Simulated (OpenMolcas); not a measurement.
# Cr3+: ligand-field states by method

Cr3+ with its 6 nearest chloride ions at 2.4 Å, on the Zr site of Cs2ZrCl6 (a = 10.407 Å, distance in the model lattice 2.446 Å). The rest of the host is ab initio model potentials to 7.6 Å and point charges beyond; the distance is set by hand and nothing relaxes, and no local charge compensation is placed. Ligand basis ANO-RCC-VDZP.
```
Cr    0.0000    0.0000    0.0000
Cl    2.4000    0.0000    0.0000
Cl    0.0000    2.4000    0.0000
Cl   -2.4000    0.0000    0.0000
Cl    0.0000   -2.4000    0.0000
Cl    0.0000    0.0000    2.4000
Cl    0.0000    0.0000   -2.4000
```

- Program: OpenMolcas
- Basis: ANO-RCC-VTZP [6s5p3d2f1g]
- Scalar Hamiltonian: DKH2, point nucleus
- Active space: 3 electrons in 5 orbitals (3d)
- State averaging: 2S+1 = 4 even, 10 roots; 2S+1 = 2 even, 40 roots
- Spin-orbit coupling: state interaction with AMFI integrals over the reference wave functions

I. CASSCF
II. SS-CASPT2, IPEA 0.25 Eh, imaginary shift 0.1 Eh (closed shells correlated: 3s 3p and the ligand valence shells)

Spin-free states (labels of O, the rotations of Oh) in cm-1, each column counted from its own energy of the first state listed:

```tsv
State	Degeneracy	I	II
4A2	1	0	0
4T2	3	11325	14140
4T1	3	18418	20090
2E	2	18967	12450
2T1	3	19910	13270
2T2	3	25915	18940
2A1	1	27246	23090
2T2	3	29480	25620
2T1	3	30806	27270
4T1	3	30991	30780
2E	2	33099	28050
2T1	3	35469	30990
2T2	3	40846	39970
2T1	3	41287	41850
2A2	1	46622	38400
2T2	3	47659	39860
2E	2	49117	49800
2T1	3	52295	47980
2E	2	70041	60150
2T2	3	71243	63340
```

From I to II, I's first state of the same spin (4T2) moves from 11325 to 14140 cm-1, by about +2800 cm-1.

From I to II, I's first state of another spin (2E) moves from 18967 to 12450 cm-1, by about -6500 cm-1.

χT at 300 K: I 1.83, II 1.84 cm3 K/mol.

Roots that are degenerate in the reference are averaged as groups; the widest CASPT2 spread within a group is 570 cm-1 (the 3-fold group of multiplicity 2 near 63300 cm-1 above the lowest state of its run, II). Shifts and gaps below about the spread of the groups concerned are not significant. Over all roots computed the reference weight is 0.66 to 0.67 in II; a low but even weight reflects the number of correlated electrons. Ligand-to-metal charge-transfer states are missing. With no ligand orbital active B as a rule stays too high, so bands that hang on it stand too high and its fall with covalency is understated. Without dynamic correlation the repulsion within the d shell is too large (B by tens of per cent), so at a given field states of lower spin stand too high (holds for I). With metal d orbitals alone and no dynamic correlation the field as a rule comes out too small, by tens of per cent, by up to half for chloride and softer ligands (holds for I). These CASPT2 states fit no ligand-field parameters well, so their order and spin gaps are uncertain (holds for II). With one d shell and no ligand orbital active, 10Dq can be off by a tenth or more (holds for II). No measured value stands beside these numbers; the geometry was set by hand and not optimised.
